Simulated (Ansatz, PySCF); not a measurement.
C₃H₅FSi, SMILES C(F)=C=C[SiH3]. Atoms are numbered in the order given.

```xyz
10

F      2.6691     0.1441    -0.6530
C      1.6321     0.9036    -0.2901
C      0.5826     0.4336     0.3398
C     -0.5039    -0.0048     0.9255
Si    -1.9929    -0.6188    -0.0444
H      1.7460     1.9578    -0.5611
H     -0.5403    -0.0195     2.0256
H     -3.1984     0.1878     0.3181
H     -2.2696    -2.0463     0.3015
H     -1.7142    -0.4904    -1.5029
```

Geometry: PBE0-D3(BJ)/def2-SVP. This is a generated structure with no PubChem entry under its InChIKey; it may be hypothetical.

Two levels are set side by side: PBE-D3(BJ)/def2-SVP (Ansatz, a quantum-chemistry and plane-wave program) and PBE0-D3(BJ)/def2-SVP (Ansatz). Each level has its own optimised geometry; the coordinates shown are those of the second. Frequencies come from the Hessian of PySCF at each geometry. Differences are taken from unrounded values.

```json
[
 {"quantity": "mean bond length (Å)", "PBE0-D3(BJ)": "1.390"},
 {"quantity": "bond F1–C2 (Å)", "PBE0-D3(BJ)": "1.336"},
 {"quantity": "bond C2–C3 (Å)", "PBE0-D3(BJ)": "1.311"},
 {"quantity": "bond C3–C4 (Å)", "PBE0-D3(BJ)": "1.310"},
 {"quantity": "bond C4–Si5 (Å)", "PBE0-D3(BJ)": "1.880"},
 {"quantity": "bond C2–H6 (Å)", "PBE0-D3(BJ)": "1.094"},
 {"quantity": "bond C4–H7 (Å)", "PBE0-D3(BJ)": "1.101"},
 {"quantity": "bond Si5–H8 (Å)", "PBE0-D3(BJ)": "1.495"},
 {"quantity": "bond Si5–H9 (Å)", "PBE0-D3(BJ)": "1.495"},
 {"quantity": "bond Si5–H10 (Å)", "PBE0-D3(BJ)": "1.490"},
 {"quantity": "highest harmonic wavenumber (cm⁻¹)", "PBE0-D3(BJ)": "3215"},
 {"quantity": "mean harmonic wavenumber (cm⁻¹)", "PBE0-D3(BJ)": "1176"},
 {"quantity": "zero-point energy (kcal/mol)", "PBE0-D3(BJ)": "40.36"}
]
```

Task: What does PBE-D3(BJ) give, and how far is it from PBE0-D3(BJ)? (An estimate is asked for; the answer gives what the named calculation found.)

Result: 
| quantity | PBE-D3(BJ) | PBE-D3(BJ) minus PBE0-D3(BJ) |
|---|---|---|
| mean bond length (Å) | 1.401 | 0.011 |
| bond F1–C2 (Å) | 1.351 | 0.016 |
| bond C2–C3 (Å) | 1.321 | 0.010 |
| bond C3–C4 (Å) | 1.319 | 0.009 |
| bond C4–Si5 (Å) | 1.890 | 0.010 |
| bond C2–H6 (Å) | 1.104 | 0.009 |
| bond C4–H7 (Å) | 1.110 | 0.009 |
| bond Si5–H8 (Å) | 1.506 | 0.011 |
| bond Si5–H9 (Å) | 1.505 | 0.011 |
| bond Si5–H10 (Å) | 1.501 | 0.010 |
| highest harmonic wavenumber (cm⁻¹) | 3107 | -108 |
| mean harmonic wavenumber (cm⁻¹) | 1133 | -44 |
| zero-point energy (kcal/mol) | 38.86 | -1.50 |

GGA bonds tend to be longer and softer than those of functionals with exact exchange. Differences between two approximate levels are no errors against the true value.
